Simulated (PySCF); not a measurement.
## Magnetisability: `CC/C(CC(C)(C)C)=N/N`, C8H18N2

Geometry:
```tsv
atom	x (Å)	y (Å)	z (Å)
C1	3.005	-0.864	1.046
C2	1.941	-1.158	-0.014
C3	1.166	0.090	-0.348
C4	0.032	0.469	0.575
C5	-1.378	0.020	0.124
C6	-2.368	0.372	1.239
C7	-1.410	-1.490	-0.118
C8	-1.798	0.737	-1.160
N9	1.612	0.757	-1.332
N10	1.050	1.905	-1.782
H11	2.549	-0.488	1.960
H12	3.559	-1.768	1.287
H13	3.702	-0.116	0.677
H14	1.271	-1.933	0.356
H15	2.432	-1.515	-0.920
H16	0.231	0.023	1.552
H17	0.016	1.557	0.708
H18	-2.370	1.444	1.429
H19	-2.106	-0.138	2.164
H20	-3.376	0.075	0.959
H21	-2.418	-1.802	-0.384
H22	-0.745	-1.759	-0.935
H23	-1.113	-2.034	0.776
H24	-2.779	0.389	-1.475
H25	-1.859	1.812	-1.002
H26	-1.091	0.543	-1.961
H27	0.489	2.444	-1.126
H28	1.734	2.458	-2.280
```

Method used: PySCF 2.14.0, GIAO wB97X-D/pcSseg-1 magnetisability, rotational g tensor and spin-rotation constants, non-relativistic, gas phase. Geometry: GFN2-xTB.

What are the magnetisability and the molar susceptibility?

Isotropic -1797 × 10⁻³⁰ J/T², or -108.2 × 10⁻⁶ cm³/mol; principal values -1910, -1780, -1700 × 10⁻³⁰ J/T², anisotropy 184 × 10⁻³⁰ J/T² (root of half the summed squared differences of the principal values). The susceptibility is in cgs units.

Split it along the inertial axes a, b, c into diamagnetic and paramagnetic parts about the centre of mass, with the quadrupole moment.


| axis | χ (10⁻⁶ cm³/mol) | diamagnetic (10⁻⁶ cm³/mol) | paramagnetic (10⁻⁶ cm³/mol) | summed x² of all electrons (Å²) | quadrupole Θ (D Å) |
| --- | --- | --- | --- | --- | --- |
| a | -108.8 | -922.3 | 813.5 | 286.5 | -3.47 |
| b | -105.1 | -1480.2 | 1375.1 | 155.0 | +4.89 |
| c | -110.8 | -1872.8 | 1762.0 | 62.4 | -1.43 |

Anisotropies 2χaa − χbb − χcc = -1.7 and 2χbb − χaa − χcc = +9.3 × 10⁻⁶ cm³/mol. Θ is traceless in Buckingham's convention.

And the rotational g tensor?


| axis | rotational constant (GHz) | g | nuclear part | electronic part |
| --- | --- | --- | --- | --- |
| a | 1.6401 | -0.0031 | 0.6238 | -0.6269 |
| b | 0.9517 | -0.0056 | 0.6091 | -0.6148 |
| c | 0.7273 | -0.0011 | 0.6009 | -0.6020 |

Asymmetric top; isotopes 12C, 1H, 14N; no vibrational averaging.
